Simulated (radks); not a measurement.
Problem. These are the eigenvalues of the occupied orbitals of an atom or ion with whole-number occupations (eV). All-electron calculation, Dirac Kohn-Sham, BLYP, spin-unpolarised, spherical densities, point nucleus. Program: a radial shooting solver on a logarithmic mesh with Libxc functionals.

orbital  eigenvalue
1s1/2     -65249.34
2s1/2     -11185.81
2p1/2     -10684.77
2p3/2     -9492.417
3s1/2     -2579.869
3p1/2     -2357.893
3p3/2     -2102.373
3d3/2     -1726.881
3d5/2     -1671.150
4s1/2     -552.1939
4p1/2     -461.2960
4p3/2     -402.8035
4d3/2     -253.4979
4d5/2     -242.7915
5s1/2     -107.4982
5p1/2      -81.3576
5p3/2      -73.1735
4f5/2      -58.5932
4f7/2      -56.8384

Which element is it, and in what charge state? The configuration may be excited. Open shells, if any, fill j = l - 1/2 first.

Solution. Z = 72, hafnium, charge +4: Hf4+ in [Xe] 4f14. The list shows which subshells hold electrons but not how many an open one holds; the 1s level, -2397.9 hartree, gives Z - s = 69.3 by -(Z - s)^2/2, which with screening and relativity narrows Z to a few neighbours, and the depths of the outer levels then fix element, charge and occupations together.
